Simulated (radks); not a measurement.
Species: Ge17+. Configuration: [Ne] 3s2 3p3. All-electron calculation, scalar-relativistic Kohn-Sham, r2SCAN, spin-unpolarised, spherical densities, finite nucleus; meta-GGA in the generalised Kohn-Sham scheme; Fermi nuclear charge, rms radius 4.0742 fm. Program: a radial shooting solver on a logarithmic mesh with Libxc functionals. Some entries of the table are withheld. Estimate them.

| orbital | occ. | eigenvalue (hartree) | <1/r> (bohr^-1) |
|---|---|---|---|
| 1s | 2 | -427.6477 | 32.38 |
| 2s | 2 | -74.02296 | 7.191 |
| 2p | 6 | -67.68129 | 7.024 |
| 3s | 2 | -25.41831 | (1) |
| 3p | 3 | -23.36576 | (2) |
| 3d | 0 | -20.40218 | 2.467 |
| 4s | 0 | -12.10067 | 1.374 |
| 4p | 0 | -11.31594 | (3) |

Answer. 
(1) 3s <1/r> (bohr^-1): 2.706
(2) 3p <1/r> (bohr^-1): 2.615
(3) 4p <1/r> (bohr^-1): 1.327
